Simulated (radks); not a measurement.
Species: Si2+. Configuration: [Ne] 3s2. Calculated with a radial shooting solver on a logarithmic mesh with Libxc functionals: Dirac Kohn-Sham, PBEsol, spin-unpolarised, spherical densities, finite nucleus; Fermi nuclear charge, rms radius 3.1224 fm. Some entries of the table are withheld. Estimate them.

| orbital | occ. | eigenvalue (eV) | <r^2> (bohr^2) |
|---|---|---|---|
| 1s1/2 | 2 | -1804.088 | (1) |
| 2s1/2 | 2 | -160.4065 | (2) |
| 2p1/2 | 2 | (3) | (4) |
| 2p3/2 | 4 | (5) | (6) |
| 3s1/2 | 2 | -28.4885 | 4.362 |

Answer. 
(1) 1s1/2 <r^2> (bohr^2): 0.01672
(2) 2s1/2 <r^2> (bohr^2): 0.3855
(3) 2p1/2 eigenvalue (eV): -117.1809
(4) 2p1/2 <r^2> (bohr^2): 0.3612
(5) 2p3/2 eigenvalue (eV): -116.5322
(6) 2p3/2 <r^2> (bohr^2): 0.3640
